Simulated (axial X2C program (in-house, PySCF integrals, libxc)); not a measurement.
**Low determinants of SnH at the PBE0 level, scalar-relativistic**

Calculated with an in-house all-electron X2C program for linear molecules (integrals from PySCF). Spin-free means the one-electron spin-free X2C Hamiltonian. Basis: Sn dyall-cv3z [11s12p9d4f1g], H dyall-v3z [6s2p1d] (cores contracted in-house); Gaussian nuclei, density fitting, unrestricted open shells. Masses: Sn 119.902 u, H 1.008 u.

Search at 1.781 Å (vertical energies from the lowest determinant):

```json
{"ΔE (eV)": "0.00", "state": "M_S = 1/2, Λ = 1", "electrons beyond evenly filled partner blocks": "π+α", "electrons in σ, π, δ, φ": "22 21 8 0"}
{"ΔE (eV)": "1.86", "state": "M_S = 3/2, Λ = 0", "electrons beyond evenly filled partner blocks": "σα, π+α, π-α", "electrons in σ, π, δ, φ": "21 22 8 0"}
{"ΔE (eV)": "2.41", "state": "M_S = 1/2, Λ = 0", "electrons beyond evenly filled partner blocks": "σβ, π+α, π-α", "electrons in σ, π, δ, φ": "21 22 8 0"}
{"ΔE (eV)": "2.92", "state": "M_S = 1/2, Λ = 2", "electrons beyond evenly filled partner blocks": "σα, π+α, π+β", "electrons in σ, π, δ, φ": "21 22 8 0"}
{"ΔE (eV)": "2.92", "state": "M_S = 1/2, Λ = 0", "electrons beyond evenly filled partner blocks": "σα, π+β, π-α", "electrons in σ, π, δ, φ": "21 22 8 0"}
{"ΔE (eV)": "3.90", "state": "M_S = 1/2, Λ = 0", "electrons beyond evenly filled partner blocks": "σα", "electrons in σ, π, δ, φ": "23 20 8 0"}
{"ΔE (eV)": "5.12", "state": "M_S = 3/2, Λ = 1", "electrons beyond evenly filled partner blocks": "2 × σα, π+α", "electrons in σ, π, δ, φ": "22 21 8 0"}
```

Lowest determinant, M_S = 1/2, Λ = 1 (beyond evenly filled blocks: π+α): Re = 1.779 Å, ωe = 1713.4 cm⁻¹.

The determinant in row 2 of the search, M_S = 3/2, Λ = 0 (beyond evenly filled blocks: σα, π+α, π-α), was followed along the bond at PBE0; measured from the minimum of the lowest determinant it gives:

Te = 1.860 eV (15005 cm⁻¹), Re = 1.758 Å, ωe = 1482.8 cm⁻¹.

Compare the bond of the determinant in row 2 with that of the lowest one.

At PBE0 its Re is 0.021 Å shorter and its force constant, which goes as ωe², is 0.75 times that of the lowest determinant. T0 ≈ Te + Δωe/2 = 15005 + (-115) = 14890 cm⁻¹.

The search compares states at one distance, so a state with another bond length can lie lower; it is not exhaustive and yields mostly the lowest determinant of each block pattern, so other components and higher states of one pattern are missing. These are energies of single determinants, not of spin-adapted states; PBE0 term energies can be off by some tenths of an eV, and the functional has no current term.
